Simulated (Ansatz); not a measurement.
Input for Ansatz (an electronic-structure program): R-PBE0/def2-TZVPP on InF, 2S+1 = 1, a spin state set in the input, which need not be the lowest, a point of a bond scan (R = 2.002 Å). Elements past Kr take the def2 small-core potentials; no spin–orbit coupling.

Ansatz 0.2 input:
```yaml
crystal:
  periodic: [false, false, false]
  atoms:
    - {symbol: F, position_ang: [0.00000000, 0.00000000, 0.00000000]}
    - {symbol: In, position_ang: [0.00000000, 0.00000000, 2.00187800]}
basis:
  gaussian:
    orbitals: def2-TZVPP
    pivot_positions_ang: [[0.00000000, 0.00000000, 0.00000000], [0.00000000, 0.00000000, 2.00187800]]
hamiltonian:
  xc: {name: PBE0}
output: {forces: true, orbitals: {seedname: ./end}}
```

The head of its log:

```
WARN ansatz: RAYON_NUM_THREADS=2 ignored (pool sized by the plan → 2); use --threads N
Functional definition: PBE0
integrals: 0.02 GiB planned
637 factors; their error is unknown
mean field: 0.21 GiB planned
mean field evaluation 1: about -7887.5194 eV, gradient 4.5e1 eV
mean field evaluation 2: about -7825.7255 eV, gradient 1.9e2 eV
```

Give the final energy of this run.

-289.9890 hartree.
